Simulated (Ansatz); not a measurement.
Start from `C[Si](O)(O)S` and change one atom or group to get `C[Si](O)([SiH3])S`.

Ansatz, PBE0-D4/def2-TZVP geometries, multiplicity 1. Each molecule was computed in one conformer, which needn't be the lowest.

```json
{"property": "LUMO energy (ωB97M-V/def2-TZVPP) / eV", "`C[Si](O)(O)S`": "1.82"}
{"property": "HOMO–LUMO gap (PBE0/def2-TZVPP) / eV", "`C[Si](O)(O)S`": "7.72"}
{"property": "LUMO energy (PBE/def2-TZVPP) / eV", "`C[Si](O)(O)S`": "-0.63"}
{"property": "LUMO energy (B3LYP/def2-TZVPP) / eV", "`C[Si](O)(O)S`": "-0.09"}
{"property": "HOMO energy (B3LYP/def2-TZVPP) / eV", "`C[Si](O)(O)S`": "-7.21"}
{"property": "HOMO–LUMO gap (PBE/def2-TZVPP) / eV", "`C[Si](O)(O)S`": "5.56"}
```

(1) What does the change do to each property? (Estimate.)

## Answers

(1) The calculation gave: 
```csv
property,`C[Si](O)([SiH3])S`,shift
LUMO energy (ωB97M-V/def2-TZVPP) / eV,1.78,-0.04
HOMO–LUMO gap (PBE0/def2-TZVPP) / eV,7.44,-0.28
LUMO energy (PBE/def2-TZVPP) / eV,-0.77,-0.14
LUMO energy (B3LYP/def2-TZVPP) / eV,-0.13,-0.04
HOMO energy (B3LYP/def2-TZVPP) / eV,-7.12,0.09
HOMO–LUMO gap (PBE/def2-TZVPP) / eV,5.40,-0.16
```

With PBE0 the HOMO rises by 0.12 eV and the LUMO falls by 0.15 eV, so the gap narrows by about 0.27 eV. PBE moves the HOMO by 0.02 eV and ωB97M-V by 0.22 eV.

Positive LUMOs are unbound, so they and the gaps depend on the basis.

B3LYP here is the variant with VWN-RPA as its local correlation; programs differ in this.
